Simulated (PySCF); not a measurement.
## Telling isomers of C$_{6}$H$_{11}$ClO apart by NMR

PySCF calculation with shieldings: GIAO PBE0/pcSseg-1 and geometry: GFN2-xTB; one computed conformer, no solvent, equivalent nuclei averaged, no relativistic terms.

Referencing at the same level of theory: $^{1}$H, $^{13}$C vs TMS. Where no couplings were computed, multiplicities follow the n + 1 count of equivalent neighbours, and m marks all less simple cases (inequivalent or close neighbours, rings, F or P nearby). Shifts are as computed. Against solution values, carbons near 30 ppm lie about +3 ppm off and those near 130 ppm about +5 ppm; carbons on Cl a further +6 ppm. Of 1211 compounds with measured shifts, 218 miss one by over three times the rms of a fit or turn the order of signals round; such compounds aren't used in these exercises. Carbons bonded to Cl come out too deshielded. OH and NH positions are gas-phase values without hydrogen bonding to other molecules.

(1) Tabulate the signals of `CCC(C)(C)C(=O)Cl`, `O[C@H]1CC[C@@H](Cl)CC1` and their relative energies.

(2) What is the quickest way to tell CCC(C)(C)C(=O)Cl from O[C@H]1CC[C@@H](Cl)CC1?

Results:

(1) 
```json
{"SMILES": "CCC(C)(C)C(=O)Cl", "carbon types": "2×C 1×CH2 3×CH3", "δC": "191.6, 53.8, 38.4, 27.5, 11.8", "δH": "1.73 (q, 2H), 1.26 (s, 6H), 0.95 (t, 3H)", "E rel. (kcal/mol)": "0.0"}
{"SMILES": "O[C@H]1CC[C@@H](Cl)CC1", "carbon types": "2×CH 4×CH2", "δC": "74.4, 62.7, 37.0, 34.4", "δH": "4.24 (m, 1H), 3.32 (m, 1H), 2.04 (m, 2H), 1.89 (m, 2H), 1.75 (m, 2H), 1.67 (m, 2H), 0.08 (br s, 1H)", "E rel. (kcal/mol)": "0.5"}
```

Energies are electronic energies at PBE0/pcSseg-1 on these geometries, without zero-point or thermal terms, each for the one conformer computed, which needn't be the lowest.

(2) Count the carbon signals: 5 against 4. The first has a carbonyl carbon (C) at 191.6 ppm, the second an sp3 CH bonded to O at 74.4 ppm. In the proton spectra the most deshielded non-exchanging signals are 1.73 (q, 2H) and 4.24 (m, 1H).
